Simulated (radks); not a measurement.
Results of a calculation; reference values are marked as such.
Numerical settings for neutral silicon, [Ne] 3s2 3p2. Code: a radial shooting solver on a logarithmic mesh with Libxc functionals. Model: non-relativistic Kohn-Sham, r2SCAN, spin-polarised, spherical densities, point nucleus; open shells are filled with parallel spins first; meta-GGA in the generalised Kohn-Sham scheme. The defaults (mesh step 0.008 in ln r, mesh end at 40 bohr or more with all orbitals vanishing there, Anderson mixing 0.5 over 9 steps, residual threshold near 1e-9 with the energy settled to 1e-9 hartree or 1e-11 of itself, here a cap of 93 iterations) give E = -289.343 hartree and 3p at -4.846 eV in 11 iterations. Run on one thread of a shared host, so times are rough (Arm Neoverse N1): 0.15 s of CPU time, 0.15 s wall, 11 iterations on 2597 mesh points. Changes against that run (0 stands for a change within the tolerance of the run):

| setting | iterations | converged | E (mhartree) | e(3p) (meV) | CPU (s) |
|---|---|---|---|---|---|
| mesh step in ln r 0.02 | 11 | yes | 0 | 0 | 0.07 |
| mesh step in ln r 0.12 | 2 | no | diverged | - | 0.01 |
| mesh step in ln r 0.03 | 11 | yes | -0.00368 | -0.00699 | 0.05 |
| mesh end (bohr) 3 | 11 | level above zero | +1.38e+03 | +1.84e+04 | 0.11 |
| mesh end (bohr) 1 | 10 | level above zero | +7.51e+04 | +4.96e+05 | 0.1 |
| residual threshold 1e-16 | 93 | no | 0 | -0.00328 | 0.79 |
| residual threshold 1e-13 | 93 | no | 0 | -0.00328 | 0.78 |
| mixing 1.5 | 11 | yes | 0 | 0 | 0.15 |
| linear mixing, mixing 0.8 | 13 | yes | 0 | -0.00541 | 0.16 |
| linear mixing, mixing 1 | 25 | yes | 0 | 0 | 0.28 |
| mixing history 20 | 11 | yes | 0 | 0 | 0.15 |
| iteration cap 3 | 3 | no | +0.425 | +263 | 0.05 |

Settled on a wrong energy, with an occupied level pushed above zero by the early mesh end: mesh end (bohr) 3 (+1.38 hartree); mesh end (bohr) 1 (+75.1 hartree). Apart from these: no run marked as converged misses the energy by more than 1 mhartree. A mesh that ends early acts as a hard wall.
